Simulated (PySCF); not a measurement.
In: excitation energy

In [Kr] 4d10 5s2 5p1 (2P) → In [Kr] 4d10 5s1 5p1 6s1 (4P), as a difference of total energies. Computed with PySCF 2.14 in aug-cc-pwCVTZ-PP with ECP28MDF (8s7p6d4f1g, 96 functions), with scalar relativity through the core potential. Correlated levels: valence: 4s2 4p6 4d10 frozen. The calculations carry no spin-orbit coupling.

```csv
method,excitation energy (eV)
UHF,6.616
MP2 (valence),7.306
SCS-MP2 (valence),7.526
CCSD (valence),7.503
CCSD(T) (valence),7.523
```

**Question.** How much does correlation contribute at CCSD(T) (valence)?

**Answer.** 7.523 − (6.616) = 0.907 eV, measured against UHF.

The upper state lies above the first ionisation limit, but in LS coupling its spin forbids autoionisation to the ground ion; at this Z spin-orbit coupling breaks that rule. A Rydberg-like electron needs more diffuse functions than a valence basis has.

The promoted electron is Rydberg-like, and one or two diffuse shells describe it only roughly, which tends to raise the upper state.
